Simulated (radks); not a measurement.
The numbers below are computed, except where a source is named.
Spherical jellium clusters: N electrons in a uniform positive sphere of charge N and radius rs N^(1/3), rs = 3.88 bohr. Level of theory: non-relativistic Kohn-Sham, PBE, spin-polarised, spherical densities (a radial shooting solver with Libxc functionals). Levels are named by radial order and angular momentum (1s, 1p, 1d, 2s, ...), and open shells are averaged over m.

N = 2, configuration 1s2. This is the lowest configuration that the search found. Occupied and some empty levels:

| level | occupation | eigenvalue (eV) | <r> (bohr) |
|---|---|---|---|
| 1s | 2 | -3.2744 | 4.009 |
| 1p | 0 | -1.1682 | 5.971 |

Energy (eV): total -3.44649, kinetic 3.2448, external -25.432, Hartree 12.274, exchange-correlation -6.8926, background 13.359.

Electron density:

| r (bohr) | n(r) (e/bohr^3) |
|---|---|
| 0.395 | 0.007604 |
| 1.05 | 0.007154 |
| 1.71 | 0.006337 |
| 2.37 | 0.005242 |
| 3.03 | 0.004010 |
| 3.69 | 0.002810 |
| 4.35 | 0.001793 |
| 5.01 | 0.001045 |
| 5.67 | 0.0005693 |
| 6.33 | 0.0002980 |
| 6.99 | 0.0001527 |
| 7.65 | 0.00007725 |
| 8.31 | 0.00003866 |
